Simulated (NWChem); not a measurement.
Si2H3, doublet; SMILES [SiH2][SiH]

Problem. Give the equilibrium geometry at PBE-D3(BJ)/def2-SVP, spin-unrestricted (NWChem) as a list of bonds and angles, with the point group.

Solution. point group C1; any orientation.
Bond lengths (Å): Si1–Si2 2.285, Si1–H3 1.543, Si2–H4 1.513, Si2–H5 1.510. Bond angles (°): Si2–Si1–H3 90.6, Si1–Si2–H4 125.5, Si1–Si2–H5 123.3, H4–Si2–H5 107.2.
